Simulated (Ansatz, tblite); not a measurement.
Removing and adding an electron: Pb₂Se₃. Total charge 0; singlet. Geometry: PBE-D4/def2-SVP. Ansatz, gas phase; energy differences of separate SCF runs; the oxidised species was run as a doublet alone; the reduced species was run as a doublet alone.

Cartesian coordinates in Å:
```
Pb 1.2538 1.3506 0.0605
Pb -1.2604 -1.1035 -0.7703
Se 0.8823 -1.3123 1.2064
Se -0.8546 0.2746 1.7749
Se -0.0210 0.7906 -2.2716
```

In the def2 sets Pb takes a core potential; there is no spin–orbit coupling. The xTB rows come from tblite. HOMO above LUMO, or a gap near zero within one spin, warns that the state may not be the lowest or that an electron is smeared out. The structure comes from a short search, and lower isomers may exist.

```csv
level,−HOMO (eV),vertical IE (eV),−LUMO (eV),vertical EA (eV),HOMO–LUMO gap (eV),IE − EA (eV),remarks
GFN1-xTB,7.97,10.84,5.37,2.59,2.60,8.26,–
GFN2-xTB,10.12,12.40,8.06,5.83,2.06,6.57,–
PBE-D4/def2-TZVP,5.04,7.38,2.78,–,2.27,–,–
PBE-D4/def2-TZVPD,5.07,–,2.83,0.75,2.25,–,"HOMO above zero (-1 doublet), gap within one spin near zero (-1 doublet)"
r2SCAN-D4/def2-TZVP,5.28,7.52,2.68,–,2.60,–,–
r2SCAN-D4/def2-TZVPD,5.30,–,2.71,0.74,2.59,–,HOMO above zero (-1 doublet)
PBE0-D4/def2-TZVP,6.00,7.55,1.92,–,4.08,–,–
PBE0-D4/def2-TZVPD,6.02,–,1.96,0.66,4.06,–,HOMO above zero (-1 doublet)
```

Relaxing the oxidised species (PBE-D4/def2-SVP) changes its energy by -0.14 eV at PBE-D4/def2-TZVP, so the adiabatic ionisation energy to this nearest minimum is 7.24 eV. At PBE0-D4/def2-TZVP it is 7.40 eV.     A HOMO above zero means that the electron is unbound at that level or that self-interaction error raises the level; the energy of removing that electron tells which. Raw xTB energy differences between charge states are shifted by several eV; the methods need an empirical correction for them.
